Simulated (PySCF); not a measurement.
Structure problem from calculated spectra and properties.

Formula: C3H11NO2Si3.

- 1H NMR: chemical shifts (computed TMS as zero) by class: 9.26 (1 H), 5.55 (2 H), 5.43 (2 H), 4.85 (3 H), 2.28 (3 H) ppm [GIAO PBE0/pcSseg-1]
- Dipole: 1.90 D [PBE0/pcSseg-1]
- 13C NMR: chemical shifts (computed TMS as zero) by class: 198.7 (1 C), 186.2 (1 C), 19.2 (1 C) ppm [GIAO PBE0/pcSseg-1]
- NMR, other nuclei: isotropic shieldings of nuclei other than C and H, by class: -153 (1 N), -372 (1 O), 352 (1 O), 384 (1 Si), 389 (1 Si), 424 (1 Si) ppm [GIAO PBE0/pcSseg-1]
- Rotational structure: rotational constants A, B, C: 1.129, 0.760, 0.515 GHz [GFN2-xTB]

Gas-phase values; electronic properties from PySCF, density fitting. Levels stand in brackets. Isolated species at its GFN2-xTB geometry (one conformer only). Each NMR value is the plain mean over a class of atoms that symmetry, rotation or inversion makes alike.

Question: Propose a structure and show how it fits.

Answer: Numbering: `[CH3:1]/[C:2]([CH:3]=[O:4])=[N:5]\[SiH2:6][SiH2:7][O:8][SiH3:9]`. Its formula, C3H11NO2Si3, gives 2 degrees of unsaturation: 0 rings and 2 π bonds in the structure found. 3 carbons fall into 3 classes; from least to most shielded: aldehyde carbon [C3] (198.7 ppm), C=N carbon [C2] (186.2 ppm), methyl carbon [C1] (19.2 ppm). Hydrogen classes from least to most shielded: 1 H on an aldehyde carbon, C3 (9.26 ppm), 2 H on an oxygen-bound silicon, Si7 (5.55 ppm), 2 H on an SiH2 silicon, Si6 (5.43 ppm), 3 H on an oxygen-bound silicon, Si9 (4.85 ppm), 3 H on a methyl carbon, C1 (2.28 ppm, a mean of values up to 1.9 ppm apart in this geometry). The other shieldings belong to: -153 ppm, C=N nitrogen [N5]; -372 ppm, aldehyde oxygen [O4]; 352 ppm, siloxane oxygen [O8]; 384 ppm, oxygen-bound silicon [Si7]; 389 ppm, oxygen-bound silicon [Si9]; 424 ppm, SiH2 silicon [Si6]. The optimised geometry has point group C1 and is an asymmetric top. Structure: `[SiH3]O[SiH2][SiH2]/N=C(\C)C=O`. Computed isomers that give other values at the same levels: `C/N=C/[C@@H]1[SiH2]O[Si@@H]1O[SiH3]` (13C chemical shifts (computed TMS as zero) by class: 166.3 (1 C), 50.4 (1 C), 47.0 (1 C) ppm); `CN[SiH2]C(=O)[SiH2]C(=O)[SiH3]` (13C chemical shifts (computed TMS as zero) by class: 339.1 (1 C), 313.0 (1 C), 32.7 (1 C) ppm); `CC(=O)C(=O)[SiH2]N([SiH3])[SiH3]` (13C chemical shifts (computed TMS as zero) by class: 243.6 (1 C), 204.7 (1 C), 23.1 (1 C) ppm). The assignments are read from this structure; whether some other isomer fits the data as well wasn't checked.

The values belong to the conformer `[CH3:1]/[C:2]([CH:3]=[O:4])=[N:5]\[SiH2:6][SiH2:7][O:8][SiH3:9]`: C1–C2–C3–O4 1°, C2–N5–Si6–Si7 85°, N5–Si6–Si7–O8 -19°, Si6–Si7–O8–Si9 71°.
